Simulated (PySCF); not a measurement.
Delta-SCF ions had no search for a lower state. Excitations are Tamm–Dancoff values on a coarser integration grid. The basis has no diffuse functions, so Rydberg states are missing or too high.

Species: C₈H₆F₂Si, SMILES `C1=c2c(cccc2)=C[Si]1(F)F` (charge 0, multiplicity 1).

### Question
What is the computed S1 excitation (TDA), HOMO–LUMO gap, vertical ionisation energy (Delta-SCF), adiabatic ionisation energy (no zero-point term) and T1 excitation (TDA) (PBE-D3(BJ)/def2-TZVP // PBE-D3(BJ)/def2-SVP run with PySCF 2.14.0)?

### Answer

| Quantity | Result |
|---|---|
| S1 excitation (TDA) | 2.35 eV |
| HOMO–LUMO gap | 1.37 eV |
| vertical ionisation energy (Delta-SCF) | 7.73 eV |
| adiabatic ionisation energy (no zero-point term) | 7.59 eV |
| T1 excitation (TDA) | 0.95 eV |
